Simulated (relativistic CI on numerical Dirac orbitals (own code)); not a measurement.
## Rh18+: q coefficients and field-shift factors

Computed by Dirac-Coulomb-Breit CI, KLI orbitals optimised for each configuration, derivatives by finite differences, unscaled Slater integrals, QED left out (own radial code, finite nucleus).

CI space (outside the closed core [Ne]): 3s²3p⁶3d⁹, 3s²3p⁵3d¹⁰, 3s3p⁶3d¹⁰, 3s²3p⁶3d⁸4s, 3s²3p⁶3d⁸4p, 3s²3p⁶3d⁸4d, 3s²3p⁶3d⁷4s², 3s²3p⁶3d⁸4f. Levels of other configurations are missing.

With x = (α/α₀)² − 1 an excitation energy changes as ω = ω₀ + qx; K = 2q/ω₀ is the relative enhancement. Terms are leading LS components, so labels can repeat. The field-shift factor is F = δν/δ⟨r²⟩ for the transition from the lowest level.

Lowest level 3s²3p⁶3d⁹ ²D5/2.

| Level | ω₀ (cm⁻¹) | q (cm⁻¹) | F (GHz/fm²) |
| --- | --- | --- | --- |
| 3s²3p⁶3d⁹ ²D3/2 | 40029 | 39780 | 0.278 |
| 3s²3p⁵3d¹⁰ ²P°3/2 | 1515545 | 57070 | 3.06 |
| 3s²3p⁵3d¹⁰ ²P°1/2 | 1724388 | 280600 | -0.82 |
| 3s²3p⁶3d⁸4s ⁴F9/2 | 2493549 | -123200 | 77.9 |
| 3s²3p⁶3d⁸4s ²F7/2 | 2504370 | -120800 | 77.6 |
| 3s²3p⁶3d⁸4s ⁴F5/2 | 2530682 | -99140 | 78.1 |
| 3s²3p⁶3d⁸4s ⁴F3/2 | 2533217 | -107700 | 77.9 |
| 3s²3p⁶3d⁸4s ⁴F7/2 | 2535455 | -87750 | 77.9 |
| 3s²3p⁶3d⁸4s ²F5/2 | 2540533 | -105100 | 77.7 |
| 3s²3p⁶3d⁸4s ⁴P5/2 | 2567509 | -83140 | 78 |
| 3s²3p⁶3d⁸4s ⁴F3/2 | 2569556 | -87430 | 78 |
| 3s²3p⁶3d⁸4s ⁴P1/2 | 2579017 | 90440 | -66.9 |
| 3s3p⁶3d¹⁰ ²S1/2 | 2587989 | 128000 | -91.8 |
| 3s²3p⁶3d⁸4s ⁴P3/2 | 2589494 | -82570 | 78.2 |
| 3s²3p⁶3d⁸4s ²G9/2 | 2602647 | -90260 | 78.1 |
| 3s²3p⁶3d⁸4s ²P1/2 | 2602740 | -76850 | 69.4 |
| 3s²3p⁶3d⁸4s ²G7/2 | 2603148 | -89590 | 78.1 |
| 3s²3p⁶3d⁸4s ²D5/2 | 2605863 | -54330 | 78.3 |
| 3s²3p⁶3d⁸4s ²P3/2 | 2609946 | -62760 | 78 |
| 3s²3p⁶3d⁸4s ²S1/2 | 2727537 | -62280 | 73.8 |
| 3s²3p⁶3d⁸4p ⁴D°7/2 | 2784844 | -105300 | 10.2 |
| 3s²3p⁶3d⁸4p ²G°9/2 | 2792143 | -107400 | 10.3 |
| 3s²3p⁶3d⁸4p ⁴D°5/2 | 2821410 | -83210 | 10.2 |

At this charge energies of transitions that change n are usually good to better than 1 %, and those within a shell (Δn = 0) to a few per cent.

Task: Which transition from the lowest level has the largest |K|?

Result: 3s²3p⁶3d⁹ ²D3/2 at 40029 cm⁻¹, K = 1.99.
